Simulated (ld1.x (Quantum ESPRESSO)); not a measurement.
## germanium (Ge), ultrasoft: configuration errors across variants

```
Element                 : Ge
Generator               : ld1.x (Quantum ESPRESSO) 7.5
Type                    : ultrasoft
Functional              : LDA (PZ)
Relativity              : non-relativistic
Frozen core             : [Ar] 3d10
Valence charge          : 4
Reference configuration : 4s2 4p2
Partial waves           : 4s (bound): rcut 1.70, rcutus 2.05 bohr; 4s channel at -0.45 Ry: rcut 1.70, rcutus 2.05 bohr; 4p (bound): rcut 1.65, rcutus 1.75 bohr; 4p channel at 1.25 Ry: rcut 1.65, rcutus 1.75 bohr
Local potential         : all-electron potential smoothed inside 1.50 bohr (lloc = -1)
Core correction         : a·sin(br)/r model core inside 1.20 bohr
Augmentation charge     : built from norm-conserving waves at rcut, not smoothed further
```

All-electron excitation energies from the reference (eV): (1) 4s2 4p1 7.665; (2) 4s2 4p0 23.387; (3) 4s1 4p0 58.054; (4) 4s1 4p2 16.018; (5) 4s0 4p4 15.555; (6) 4s1 4p3 7.656; (7) 4s2 4p1.5 2.905; (8) 4s2 4p2 spin -0.561; (9) 4s2 4p1 spin 7.480.

Spin tests fill each open shell by Hund’s rule, majority spin first.

4 further variants failed, have other tests or another functional or relativity, and are left out.

Errors AE − PS in meV (a dash: test not solved or not reliable):

| change | (1) | (2) | (3) | (4) | (5) | (6) | (7) | (8) | (9) | bound ghosts |
| --- | --- | --- | --- | --- | --- | --- | --- | --- | --- | --- |
| base | -4.7 | -41 | -237 | -23 | -31 | -7.7 | -0.7 | -1.9 | -5.7 | none |
| local potential all-electron potential smoothed inside 2.30 bohr (lloc = -1) | -4.7 | -41 | -238 | -23 | -31 | -7.7 | -0.7 | -1.9 | -5.7 | none |
| type TM semilocal; waves now 4p (bound): rc 1.75 bohr; 4s (bound): rc 2.05 bohr; local potential the s channel | -3.0 | -31 | -221 | -23 | -45 | -11 | -0.4 | -1.0 | -3.8 | none |
| waves 4p (bound): rcut 1.65, rcutus 1.92 bohr; 4p channel at 1.25 Ry: rcut 1.65, rcutus 1.92 bohr | -4.7 | -41 | -237 | -23 | -31 | -7.7 | -0.7 | -1.9 | -5.7 | none |
| core correction a·sin(br)/r model core inside 0.90 bohr | -4.7 | -41 | -239 | -24 | -32 | -7.9 | -0.7 | -2.4 | -5.9 | none |
| local potential all-electron potential smoothed inside 1.75 bohr (lloc = -2) | -4.7 | -41 | -238 | -23 | -31 | -7.7 | -0.7 | -1.9 | -5.7 | none |
| all radii but the core radius scaled by about 1.29 (s 2.66, p 2.26 bohr, rcut 2.20/2.14); local potential all-electron potential smoothed inside 1.94 bohr (lloc = -1) | -4.3 | -35 | -234 | -31 | -65 | -15 | -0.7 | -0.4 | -4.6 | none |
| waves 4p (bound): rcut 1.65, rcutus 1.96 bohr; 4p channel at 1.25 Ry: rcut 1.65, rcutus 1.96 bohr | -4.7 | -41 | -237 | -23 | -31 | -7.7 | -0.7 | -1.9 | -5.7 | none |

**Question.** Give the same row for: wave 4p channel at 1.25 Ry: rcut 1.65, rcutus 1.75 bohr becomes 4p channel at 3.52 Ry: rcut 1.65, rcutus 1.75 bohr.

**Answer.** -4.6, -41, -237, -23, -30, -7.6, -0.7, -1.9, -5.6; bound ghosts: none.
